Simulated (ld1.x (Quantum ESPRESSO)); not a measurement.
**Cutoff test, F (Z = 9), ultrasoft**

F, ultrasoft, made with ld1.x (Quantum ESPRESSO) 7.5 (PBE, scalar-relativistic). Core [He], reference 2s2 2p3 (charge +2). Waves: 2s (bound): rcut 0.40, rcutus 0.55 bohr; 2s channel at 0.35 Ry: rcut 0.40, rcutus 0.55 bohr; 2p (bound): rcut 0.85, rcutus 1.15 bohr; 2p channel at -2.8 Ry: rcut 0.85, rcutus 1.15 bohr; 3d channel at -0.15 Ry: rc 1.35 bohr. Local part: the d channel. Core correction: a·sin(br)/r model core, default radius (core density twice the valence density). Augmentation charge: PSQ, radius 0.45 bohr.

The pseudo-atom Hamiltonian at the reference potential is diagonalised in spherical Bessel functions j_l(qr) that vanish at 20 bohr, with q² up to the cutoff. All-electron valence levels (Ry): 2s -4.9973, 2p -3.6017.

How do the lowest levels (Ry) of each channel move with the cutoff, and are there ghosts?

```
cutoff (Ry)     s #1     s #2     p #1     d #1     d #2     f #1     f #2  Σ f·Δε (mRy)
          8  -4.3688  -1.0381  -2.0021  -0.5506  -0.2856  -0.2556  -0.1406        6057.6
         21  -4.4640  -1.0626  -3.1460  -0.5613  -0.2899  -0.2556  -0.1406        2435.3
         45  -4.7236  -1.0988  -3.5881  -0.5635  -0.2908  -0.2556  -0.1406         589.9
         90  -4.9683  -1.1344  -3.6017  -0.5637  -0.2909  -0.2556  -0.1406          59.7
        160  -4.9970  -1.1389  -3.6020  -0.5637  -0.2909  -0.2556  -0.1406           1.3
        300  -4.9977  -1.1389  -3.6020  -0.5637  -0.2909  -0.2556  -0.1406           0.1
        400  -4.9977  -1.1389  -3.6020  -0.5637  -0.2909  -0.2556  -0.1406           0.0
```

Result: no extra level below or beside the all-electron valence levels (s, p, d, f tested); 10 mRy is reached at 120 Ry and 1 mRy at 230 Ry.
